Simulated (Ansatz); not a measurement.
```yaml
crystal:
  periodic: [false, false, false]
  atoms:
    - {symbol: F, position_ang: [-0.744800, -1.274949, 1.316693]}
    - {symbol: C, position_ang: [0.051931, -0.767182, 0.428493]}
    - {symbol: Br, position_ang: [1.778439, -1.666461, 0.428143]}
    - {symbol: O, position_ang: [-0.474705, -0.644905, -0.864560]}
    - {symbol: Si, position_ang: [-0.138241, 0.937288, -0.273698]}
    - {symbol: H, position_ang: [-1.323355, 1.787445, -0.060700]}
    - {symbol: H, position_ang: [0.917133, 1.602022, -1.010390]}
basis:
  gaussian: {orbitals: def2-SVPD}
hamiltonian: {xc: {name: BHLYP}, dispersion: d4}
accuracy: high
```

```sh
$ ansatz run in.yaml --threads 4 --pin off --events-out ev --progress --plain --max-ram 10444MiB
```

It prints (some lines left out):

```
Functional definition: BHLYP
2843 factors; integrals over basis functions are off by at most 4.5e-9 eV
mean field evaluation 1: about -83734.2170 eV, gradient 4.5e1 eV
mean field evaluation 2: about -83730.3673 eV, gradient 6.5e1 eV
mean field evaluation 4: about -83737.8542 eV, gradient 3.2e0 eV
mean field evaluation 8: about -83738.2473 eV, gradient 4.8e-1 eV
mean field evaluation 16: about -83738.2478 eV, gradient 2.4e-4 eV
mean field -83738.24781167 eV, -3077.3238472558 hartree, gradient 7.8e-9 eV, S^2 0.000000; 0 other end points of the search recorded, 0 dependent functions left out
reference -83738.24783890 eV, -3077.3238482565 hartree; 37, 37 occupied and 110, 110 virtual orbitals, 2843 factors
Total energy: -83738.48644005 eV, -3077.3326166872 hartree
```

Run time 3.6 s (4 threads of an Intel Xeon 6975P-C on a shared host); peak host memory 0.77 GiB.
